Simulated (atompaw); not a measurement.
## Reading a pseudo-wave (silicon (Si))

Columns: radius, all-electron u(r) and pseudo u(r) of the 3p shell (level -4.32 eV) of silicon in the configuration [Ne] 3s1.75 3p2.25; LDA (PW92), non-relativistic, PAW (atompaw) scheme, atompaw 4.2.0.5.

```json
{"r (bohr)": "0.081", "all-electron": "0.0771", "pseudo": "-0.0029"}
{"r (bohr)": "0.162", "all-electron": "0.1834", "pseudo": "-0.0115"}
{"r (bohr)": "0.242", "all-electron": "0.2482", "pseudo": "-0.0254"}
{"r (bohr)": "0.323", "all-electron": "0.2660", "pseudo": "-0.0446"}
{"r (bohr)": "0.404", "all-electron": "0.2457", "pseudo": "-0.0686"}
{"r (bohr)": "0.485", "all-electron": "0.1990", "pseudo": "-0.0969"}
{"r (bohr)": "0.565", "all-electron": "0.1371", "pseudo": "-0.1284"}
{"r (bohr)": "0.646", "all-electron": "0.0657", "pseudo": "-0.1633"}
{"r (bohr)": "0.727", "all-electron": "-0.0091", "pseudo": "-0.2005"}
{"r (bohr)": "0.808", "all-electron": "-0.0836", "pseudo": "-0.2391"}
{"r (bohr)": "0.888", "all-electron": "-0.1545", "pseudo": "-0.2781"}
{"r (bohr)": "0.969", "all-electron": "-0.2221", "pseudo": "-0.3175"}
{"r (bohr)": "1.050", "all-electron": "-0.2844", "pseudo": "-0.3563"}
{"r (bohr)": "1.131", "all-electron": "-0.3411", "pseudo": "-0.3938"}
{"r (bohr)": "1.212", "all-electron": "-0.3919", "pseudo": "-0.4295"}
{"r (bohr)": "1.292", "all-electron": "-0.4363", "pseudo": "-0.4624"}
{"r (bohr)": "1.373", "all-electron": "-0.4757", "pseudo": "-0.4930"}
{"r (bohr)": "1.454", "all-electron": "-0.5096", "pseudo": "-0.5207"}
{"r (bohr)": "1.535", "all-electron": "-0.5383", "pseudo": "-0.5450"}
{"r (bohr)": "1.615", "all-electron": "-0.5618", "pseudo": "-0.5657"}
{"r (bohr)": "1.696", "all-electron": "-0.5813", "pseudo": "-0.5833"}
{"r (bohr)": "1.777", "all-electron": "-0.5966", "pseudo": "-0.5975"}
{"r (bohr)": "1.858", "all-electron": "-0.6081", "pseudo": "-0.6084"}
{"r (bohr)": "1.938", "all-electron": "-0.6161", "pseudo": "-0.6162"}
{"r (bohr)": "2.019", "all-electron": "-0.6211", "pseudo": "-0.6211"}
{"r (bohr)": "2.100", "all-electron": "-0.6234", "pseudo": "-0.6234"}
```

Task: How many radial nodes do the two functions have?

Result: The all-electron 3p function has n − l − 1 = 1; the pseudo-wave has 0, since the states of the same l below it are removed with the core.

Task: Is the pseudo-wave norm-conserving?

Result: No, it belongs to a PAW set: the norm inside the radius is not constrained, and the difference is carried by the augmentation charge.
